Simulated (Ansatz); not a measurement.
```yaml
crystal:
  periodic: [false, false, false]
  atoms:
    - {symbol: C, position_ang: [-1.427423, 0.940361, -0.349553]}
    - {symbol: C, position_ang: [-0.376880, 0.692252, 0.428664]}
    - {symbol: Si, position_ang: [0.493127, -0.944778, 0.413154]}
    - {symbol: S, position_ang: [2.554395, -0.752510, -0.131290]}
    - {symbol: H, position_ang: [-1.827647, 0.187293, -1.023359]}
    - {symbol: H, position_ang: [-1.935812, 1.900640, -0.349851]}
    - {symbol: H, position_ang: [-0.009617, 1.481918, 1.081576]}
    - {symbol: H, position_ang: [-0.240793, -1.838751, -0.521168]}
    - {symbol: H, position_ang: [0.556816, -1.558989, 1.763662]}
    - {symbol: H, position_ang: [2.296738, -0.158537, -1.308936]}
basis:
  gaussian: {orbitals: cc-pVTZ-DK}
magnetization: {spin_polarized: true, initial_magnetization: 1}
hamiltonian: {xc: {name: B3LYP}, dispersion: d3bjatm}
output: {forces: true}
```

```sh
$ ansatz run in.yaml --threads 2 --pin off --events-out ev --progress --plain --max-ram 4352MiB
```

Q: How does Ansatz answer? (An estimate is asked.)

A: Computed: The program refused the input.
```
Error: a molecule whose nuclei and cores have a total charge of 48 cannot have a net charge of 0 together with 1 unpaired electrons
```

B3LYP here is the variant with VWN-RPA as its local correlation; programs differ in this.
